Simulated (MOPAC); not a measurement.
Input for MOPAC: AM1 on CH7BrSi (a complex), monomers drawn apart or pushed together.

```
AM1 1SCF PRECISE CHARGE=0 THREADS=1
CH7BrSi

Br    -1.42924959 1     0.06058801 1    -0.17129521 1
H     -0.30333285 1    -0.16620468 1     0.68132888 1
C     -0.34979693 1     0.47236839 1     5.15457871 1
Si     1.41697442 1    -0.08857896 1     4.89307937 1
H     -0.53296190 1     0.68328862 1     6.20978120 1
H     -1.05530837 1    -0.29567021 1     4.83368957 1
H     -0.56049042 1     1.37874296 1     4.58479811 1
H      2.38254443 1     0.95770650 1     5.30367417 1
H      1.65887625 1    -0.37525031 1     3.45082734 1
H      1.70581081 1    -1.33248346 1     5.64467085 1
```

Output:

```
*******************************************************************************
 **                                                                           **
 **                              MOPAC v23.2.5                                **
 **                                                                           **
 *******************************************************************************
 ** MOPAC's Digital Object Identifier: https://doi.org/10.5281/zenodo.6511958 **
 **                                                                           **
 ** Please cite the open-source release paper for use of this MOPAC version:  **
 ** J. E. Moussa and J. J. P. Stewart (2026)                                  **
 ** MOPAC: An open-source semiempirical molecular orbital program             **
 ** J. Open Source Softw., 11(119), 8025, https://doi.org/10.21105/joss.08025 **
 *******************************************************************************

                              AM1 CALCULATION RESULTS

 *******************************************************************************
 *  AM1        - The AM1 Hamiltonian to be used
 *
 *
 *
 *                 CHARGE ON SYSTEM = 0
 *
 *
 *
 *  PRECISE    - TIGHTER CRITERIA TO BE USED
 *  1SCF       - DO 1 SCF AND THEN STOP
 *  THREADS=1  - MULTI-THREADING NOT USED
 *  T=         - A TIME OF 172800.0 SECONDS REQUESTED
 *  DUMP=N     - RESTART FILE WRITTEN EVERY 7200.0 SECONDS REQUESTED
 *******************************************************************************
AM1 1SCF PRECISE CHARGE=0 THREADS=1
 CH7BrSi

   ATOM   CHEMICAL          X               Y               Z
  NUMBER   SYMBOL      (ANGSTROMS)     (ANGSTROMS)     (ANGSTROMS)

     1      Br         -1.42924959  *   0.06058801  *  -0.17129521  *
     2       H         -0.30333285  *  -0.16620468  *   0.68132888  *
     3       C         -0.34979693  *   0.47236839  *   5.15457871  *
     4      Si          1.41697442  *  -0.08857896  *   4.89307937  *
     5       H         -0.53296190  *   0.68328862  *   6.20978120  *
     6       H         -1.05530837  *  -0.29567021  *   4.83368957  *
     7       H         -0.56049042  *   1.37874296  *   4.58479811  *
     8       H          2.38254443  *   0.95770650  *   5.30367417  *
     9       H          1.65887625  *  -0.37525031  *   3.45082734  *
    10       H          1.70581081  *  -1.33248346  *   5.64467085  *



          CARTESIAN COORDINATES

    NO.       ATOM           X           Y           Z

     1        Br         -1.4292      0.0606     -0.1713
     2         H         -0.3033     -0.1662      0.6813
     3         C         -0.3498      0.4724      5.1546
     4        Si          1.4170     -0.0886      4.8931
     5         H         -0.5330      0.6833      6.2098
     6         H         -1.0553     -0.2957      4.8337
     7         H         -0.5605      1.3787      4.5848
     8         H          2.3825      0.9577      5.3037
     9         H          1.6589     -0.3753      3.4508
    10         H          1.7058     -1.3325      5.6447

  H: (AM1): M.J.S. DEWAR ET AL, J. AM. CHEM. SOC. 107 3902-3909 (1985)
  C: (AM1): M.J.S. DEWAR ET AL, J. AM. CHEM. SOC. 107 3902-3909 (1985)
 Si: (AM1): M.J.S.DEWAR, C. JIE, ORGANOMETALLICS, 6, 1486-1490 (1987).
 Br: (AM1): M.J.S. DEWAR AND E. G. ZOEBISCH, THEOCHEM, 180, 1 (1988).

           Empirical Formula: C H7 Br Si  =    10 atoms



      MOLECULAR POINT GROUP   :   Cs


      RHF CALCULATION, NO. OF DOUBLY OCCUPIED LEVELS = 11


 -------------------------------------------------------------------------------
 AM1 1SCF PRECISE CHARGE=0 THREADS=1
 CH7BrSi



     1SCF WAS SPECIFIED, SO BFGS WAS NOT USED
     SCF FIELD WAS ACHIEVED


                              AM1 CALCULATION
                                                       MOPAC v23.2.5 Linux




          FINAL HEAT OF FORMATION =        -20.18406 KCAL/MOL =     -84.45009 KJ/MOL


          COSMO AREA              =        154.16 SQUARE ANGSTROMS
          COSMO VOLUME            =        135.77 CUBIC ANGSTROMS

          IONIZATION POTENTIAL    =         11.437096 EV
          HOMO LUMO ENERGIES (EV) =        -11.437  1.159
          NO. OF FILLED LEVELS    =         11
          MOLECULAR WEIGHT        =        127.0558         POINT GROUP:  Cs

          MOLECULAR DIMENSIONS (Angstroms)

            Atom       Atom       Distance
            H    10   Br     1     6.75239
            H     9    H     5     3.49802
            H     6    H     8     2.58561


          SCF CALCULATIONS        =          1





   ATOM   CHEMICAL          X               Y               Z
  NUMBER   SYMBOL      (ANGSTROMS)     (ANGSTROMS)     (ANGSTROMS)

     1      Br         -1.42924959  *   0.06058801  *  -0.17129521  *
     2       H         -0.30333285  *  -0.16620468  *   0.68132888  *
     3       C         -0.34979693  *   0.47236839  *   5.15457871  *
     4      Si          1.41697442  *  -0.08857896  *   4.89307937  *
     5       H         -0.53296190  *   0.68328862  *   6.20978120  *
     6       H         -1.05530837  *  -0.29567021  *   4.83368957  *
     7       H         -0.56049042  *   1.37874296  *   4.58479811  *
     8       H          2.38254443  *   0.95770650  *   5.30367417  *
     9       H          1.65887625  *  -0.37525031  *   3.45082734  *
    10       H          1.70581081  *  -1.33248346  *   5.64467085  *

                             CARTESIAN COORDINATES

   1   Br       -1.429249590     0.060588010    -0.171295210
   2    H       -0.303332850    -0.166204680     0.681328880
   3    C       -0.349796930     0.472368390     5.154578710
   4   Si        1.416974420    -0.088578960     4.893079370
   5    H       -0.532961900     0.683288620     6.209781200
   6    H       -1.055308370    -0.295670210     4.833689570
   7    H       -0.560490420     1.378742960     4.584798110
   8    H        2.382544430     0.957706500     5.303674170
   9    H        1.658876250    -0.375250310     3.450827340
  10    H        1.705810810    -1.332483460     5.644670850


           Empirical Formula: C H7 Br Si  =    10 atoms



      MOLECULAR POINT GROUP   :   Cs


                  EIGENVALUES
 -31.43352 -29.07563 -15.71785 -15.22346 -14.21401 -14.21112 -11.94342 -11.83733
 -11.80884 -11.43713 -11.43710   1.15877   1.44947   1.51088   1.55063   2.05814
   4.39084   4.39970   5.20049


              NET ATOMIC CHARGES AND DIPOLE CONTRIBUTIONS

  ATOM NO.   TYPE          CHARGE      No. of ELECS.   s-Pop       p-Pop
    1         Br          -0.091491        7.0915     1.96218     5.12931
    2          H           0.091443        0.9086     0.90856
    3          C          -0.493983        4.4940     1.25345     3.24053
    4         Si           0.747010        3.2530     0.85503     2.39796
    5          H           0.089733        0.9103     0.91027
    6          H           0.088305        0.9117     0.91169
    7          H           0.088296        0.9117     0.91170
    8          H          -0.169418        1.1694     1.16942
    9          H          -0.180487        1.1805     1.18049
   10          H          -0.169409        1.1694     1.16941
 DIPOLE           X         Y         Z       TOTAL
 POINT-CHG.     0.729    -0.154     0.471     0.882
 HYBRID         0.093     0.039     0.522     0.532
 SUM            0.822    -0.116     0.993     1.295


          ATOMIC ORBITAL ELECTRON POPULATIONS

     Atom    s        px        py        pz
    1 Br   1.96218   1.46041   1.97810   1.69080
    2  H   0.90856
    3  C   1.25345   1.12951   1.05811   1.05291
    4 Si   0.85503   0.76394   0.81772   0.81631
    5  H   0.91027
    6  H   0.91169
    7  H   0.91170
    8  H   1.16942
    9  H   1.18049
   10  H   1.16941

 **********************
 *                    *
 * JOB ENDED NORMALLY *
 *                    *
 **********************




 == MOPAC DONE ==
```

The run finished.

Cost: about 0.05 core-seconds (a rough figure).
